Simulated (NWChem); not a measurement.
A series in which one site is exchanged, each optimised at PBE0/def2-SVP with NWChem, gas phase unless a solvent is named. 

A: [Be]=[O] (BeO; site = Be)
B: [O]=[Mg] (MgO; site = Mg)
C: [O]=[Zn] (ZnO; site = Zn)

```tsv
quantity	A	B	C
dipole (D), PBE0/def2-SVP	5.99	?	5.58
vertical ionisation energy, ΔSCF, CAM-B3LYP/def2-SVP (eV)	10.17	?	8.49
static polarisability, CAM-B3LYP/def2-SVPD (bohr³)	24.6	?	37.0
lowest singlet excitation, CAM-B3LYP/def2-SVPD, TDA (eV)	1.73	?	0.95
```

Q: Some entries are withheld; supply them.

A: 
- dipole (D), PBE0/def2-SVP, B: 7.36
- vertical ionisation energy, ΔSCF, CAM-B3LYP/def2-SVP (eV), B: 7.63
- static polarisability, CAM-B3LYP/def2-SVPD (bohr³), B: 52.1
- lowest singlet excitation, CAM-B3LYP/def2-SVPD, TDA (eV), B: 0.72
